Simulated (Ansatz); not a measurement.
All numbers were calculated with Ansatz.

A structure relaxed at PBE0-D4/def2-TZVP, charge 0, multiplicity 1:

```xyz
12

Al    0.253    1.641    1.072
C     0.903    0.830   -0.633
B    -0.282   -0.034   -0.965
Si   -0.615   -1.831   -0.110
H     0.131    0.732    2.360
H    -0.008    3.201    1.115
H     1.790    0.333   -0.214
H     1.152    1.679   -1.272
H    -1.137    0.403   -1.690
H    -1.836   -1.784    0.751
H    -0.865   -2.866   -1.155
H     0.513   -2.304    0.743
```

Task: Give its formula and SMILES.

Result: CH8AlBSi, `[AlH2][CH2]B[SiH3]`.

Task: Summarise the bond lengths by kind.

Result: 1 × Al–C 1.996 Å; 2 × Al–H 1.582 Å; 1 × B–C 1.503 Å; 2 × C–H 1.092 to 1.099 Å; 1 × B–Si 2.018 Å; 1 × B–H 1.203 Å; 3 × H–Si 1.492 to 1.494 Å.
